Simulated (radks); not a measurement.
Isoelectronic series with 10 electrons, each ion in its NIST ground configuration. All-electron calculation, non-relativistic Kohn-Sham, PBE, spin-polarised, spherical densities, point nucleus. Program: a radial shooting solver on a logarithmic mesh with Libxc functionals. Total energies (hartree) and screening constants sigma, defined by e = -(Z - sigma)^2 / (2 n^2) hartree:

| ion | configuration | E (hartree) | 2p | 2s |
|---|---|---|---|---|
| Ne | [Ne] | -128.86643 | 8.019 | 6.734 |
| Al3+ | [Ne] | -240.26430 | 7.467 | 6.535 |
| Si4+ | [Ne] | -285.42809 | 7.392 | 6.494 |
| P5+ | [Ne] | -334.59998 | 7.335 | 6.460 |
| S6+ | [Ne] | -387.77794 | 7.291 | 6.432 |
| Cl7+ | [Ne] | -444.96059 | 7.254 | 6.408 |
| Ar8+ | [Ne] | -506.14695 | 7.224 | 6.388 |
| K9+ | [Ne] | -571.33630 | 7.199 | 6.370 |
| Ca10+ | [Ne] | -640.52809 | 7.177 | 6.355 |
| Sc11+ | [Ne] | -713.72191 | 7.159 | 6.342 |
| Ti12+ | [Ne] | -790.91744 | 7.142 | 6.330 |
| V13+ | [Ne] | -872.11441 | 7.128 | 6.319 |
| Cr14+ | [Ne] | -957.31261 | 7.115 | 6.309 |
| Mn15+ | [Ne] | -1046.51188 | 7.103 | 6.301 |
| Fe16+ | [Ne] | -1139.71208 | 7.093 | 6.293 |

Estimate the row of Mg2+ ([Ne]).

Answer. E (hartree) -199.11174; 2p 7.571; 2s 6.588.
